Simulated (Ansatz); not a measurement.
Input file for Ansatz (a first-principles code): U-wB97M-V/def2-TZVPP on C2H5 (SMILES [CH2]C).

Ansatz 0.2 input:
```yaml
crystal:
  periodic: [false, false, false]
  atoms:
    - {symbol: C, position_ang: [-0.03375906, -0.61933521, 0.00000000]}
    - {symbol: C, position_ang: [-0.00822387, 0.86355280, 0.00000000]}
    - {symbol: H, position_ang: [0.98108164, -1.04637611, 0.00000000]}
    - {symbol: H, position_ang: [-0.53491184, -1.01747509, 0.88542520]}
    - {symbol: H, position_ang: [-0.53491184, -1.01747509, -0.88542520]}
    - {symbol: H, position_ang: [0.06536249, 1.41855435, 0.92491462]}
    - {symbol: H, position_ang: [0.06536249, 1.41855435, -0.92491462]}
basis:
  gaussian:
    orbitals: def2-TZVPP
hamiltonian:
  xc: {name: wB97M-V}
magnetization: {spin_polarized: true, initial_magnetization: 1}
```

The log:

```
WARN ansatz: RAYON_NUM_THREADS=1 ignored (pool sized by the plan → 1); use --threads N
Functional definition: wB97M-V
integrals: 0.04 GiB planned
655 factors; their error is unknown
integrals: 0.07 GiB planned
183 factors; integrals over basis functions are off by at most 1.3e-5 eV
mean field: 0.61 GiB planned
mean field evaluation 1: about -2150.3600 eV, gradient 2.5e1 eV
mean field evaluation 2: about -2151.7925 eV, gradient 1.7e1 eV
mean field evaluation 4: about -2153.1714 eV, gradient 3.0e-1 eV
mean field evaluation 8: about -2153.1665 eV, gradient 3.4e-1 eV
mean field evaluation 16: about -2153.1668 eV, gradient 5.2e-5 eV
mean field -2153.16676610 eV, -79.1274191853 hartree, gradient 5.2e-5 eV, S^2 0.753482; 0 other end points of the search recorded, 0 dependent functions left out
reference -2153.16680384 eV, -79.1274205723 hartree; 9, 8 occupied and 123, 124 virtual orbitals, 655 factors
Total energy: -2153.16680384 eV, -79.1274205723 hartree
```

The calculation finished and met its thresholds.

Cost: very roughly 5 core-seconds.
